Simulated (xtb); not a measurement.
xtb input:

```bash
xtb mol.xyz --gfn 2 --ohess tight --chrg 0 --uhf 0
```
mol.xyz:
```
10

B      0.06188784     0.50158054     0.21793629
Cl     0.19841200     2.24662956     0.85173836
C      1.32875356    -0.35051993    -0.12331717
C     -1.36465076    -0.08701733    -0.06372903
H      1.36881928    -1.24924311     0.54173242
H      1.40416536    -0.65012376    -1.16395197
H      2.26160129     0.27284397     0.08367232
H     -1.93730408    -0.11782800     0.94847187
H     -1.95020857     0.47884408    -0.78738269
H     -1.33770884    -1.13396083    -0.44468931
```

Task: Which total energy does the run end on?

Result: -13.15016 Eh (GFN2-xTB).
